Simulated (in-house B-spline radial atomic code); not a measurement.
Response of Lu³⁺ as one setting changes: the radius of a hard wall (bohr). Method: TDHF. A dash marks a strongly mixed or unbound state. A box has no continuum, so excitations may lie above minus the highest level. Computed with a B-spline radial code for spherical atoms: linear response of the closed shell [Xe] 4f14 with bare exchange (time-dependent Hartree-Fock); scalar-relativistic (spin-free one-electron X2C), finite nucleus, no spin-orbit coupling, no double excitations, S, P, D and F terms only; shells from n = 3 respond. Only terms of natural parity with L up to 3 were computed.

Spin-orbit coupling is strong here, so these LS terms don't match observed levels.

| radius of a hard wall (bohr) | lowest 1P (eV) | lowest 3P, Tamm-Dancoff (eV) | minus highest occupied level (eV) | α (bohr³) |
| --- | --- | --- | --- | --- |
| 2.5 | 4f → 5d 23.471 | 4f → 5d 19.559 | 40.25 | 2.525 |
| 3 | ? | ? | ? | ? |
| 3.5 | 4f → 5d 17.130 | 4f → 5d 14.289 | 47.99 | 3.81 |
| 4 | 4f → 5d 16.311 | 4f → 5d 13.669 | 48.55 | 4.066 |
| 4.5 | 4f → 5d 15.951 | 4f → 5d 13.411 | 48.70 | 4.17 |
| 5.5 | ? | ? | ? | ? |
| 6.5 | 4f → 5d 15.715 | 4f → 5d 13.257 | 48.75 | 4.22 |
| 8 | 4f → 5d 15.711 | 4f → 5d 13.256 | 48.75 | 4.221 |
| 10 | 4f → 5d 15.711 | 4f → 5d 13.256 | 48.75 | 4.221 |
| 15 | 4f → 5d 15.711 | 4f → 5d 13.256 | 48.75 | 4.221 |

Question: What belongs in the row for 3?

Answer: lowest 1P (eV): 4f → 5d 18.970; lowest 3P, Tamm-Dancoff (eV): 4f → 5d 15.756; minus highest occupied level (eV): 46.08; α (bohr³): 3.305.

Question: What belongs in the row for 5.5?

Answer: lowest 1P (eV): 4f → 5d 15.743; lowest 3P, Tamm-Dancoff (eV): 4f → 5d 13.274; minus highest occupied level (eV): 48.75; α (bohr³): 4.217.
